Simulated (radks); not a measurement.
The numbers below are computed, except where a source is named.
Question: These are the eigenvalues of the occupied orbitals of an atom or ion with whole-number occupations (hartree). Level of theory: scalar-relativistic Kohn-Sham, RPBE, spin-polarised, spherical densities, point nucleus (a radial shooting solver on a logarithmic mesh with Libxc functionals).

| orbital | eigenvalue |
|---|---|
| 1s up | -491.8561 |
| 1s down | -491.8450 |
| 2s up | -66.20231 |
| 2s down | -66.10689 |
| 2p up | -58.66068 |
| 2p down | -58.58375 |
| 3s up | -10.93599 |
| 3s down | -10.79458 |
| 3p up | -8.54304 |
| 3p down | -8.39949 |
| 3d up | -4.61355 |
| 3d down | -4.45662 |
| 4s up | -1.98205 |
| 4s down | -1.78553 |
| 4p up | -1.40432 |
| 4d up | -0.61676 |

Which element is it, and in what charge state? The configuration may be excited. Open shells, if any, are filled with parallel spins first.

Answer: Z = 35, bromine, charge +2: Br2+ in [Ar] 3d8 4s2 4p3 4d2. The list shows which subshells hold electrons but not how many an open one holds; the 1s level, -491.86 hartree, gives Z - s = 31.4 by -(Z - s)^2/2, which with screening and relativity narrows Z to a few neighbours, and the depths of the outer levels then fix element, charge and occupations together.
